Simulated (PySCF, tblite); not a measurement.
Compound: C2H4OSi (triplet state).
Numbering: `[O:1]=[CH:2][C:3][SiH3:4]` (hydrogens: H5 on C2; H6, H7, H8 on Si4)

Computed geometry: GFN2-xTB, gas phase. This method treats the open shell by occupation alone, without spin polarisation.

(1) List the bond lengths, angles and torsions at this level.

Results:

(1) 
```
                  bond  length (bohr)
                 O1=C2          2.300
                 C2–C3          2.619
                C3–Si4          3.461
                 C2–H5          2.134
Si4–H6, Si4–H7, Si4–H8          2.770
```

Bonds in one row agree within 0.02 bohr and their mean is given. A selection of angles:
```
    angle  degrees
 O1–C2–C3    132.5
 O1–C2–H5    117.9
 C3–C2–H5    109.7
C2–C3–Si4    142.8
C3–Si4–H6    105.9
C3–Si4–H7    114.2
H6–Si4–H7    109.8
H6–Si4–H8    110.9
```

Dihedral angles: O1–C2–C3–Si4 180° (antiperiplanar).

C3 (carbon bonded to C and Si) is bent (angle 142.8°). Si4 (silicon bonded to C and 3 H) is distorted tetrahedral (angles from 105.9° to 114.2°). The 4 heavy atoms lie in one plane (0.000 Å rms). C2 (carbon bonded to C, O and H) is planar (angles 132.5°, 117.9° and 109.7°, sum 360.0°, 0.00 Å off the plane of its three neighbours).

Point group: Cs (every atom within 0.08 Å of its image). Its GFN2-xTB frequencies are all real (lowest 91 cm⁻¹). This triplet need not be the ground state; the singlet was not compared here. 2 starts were optimised and ended at 0.00 and 0.79 kcal/mol (GFN2-xTB); the lowest of these is shown.

One conformer stands for the species.
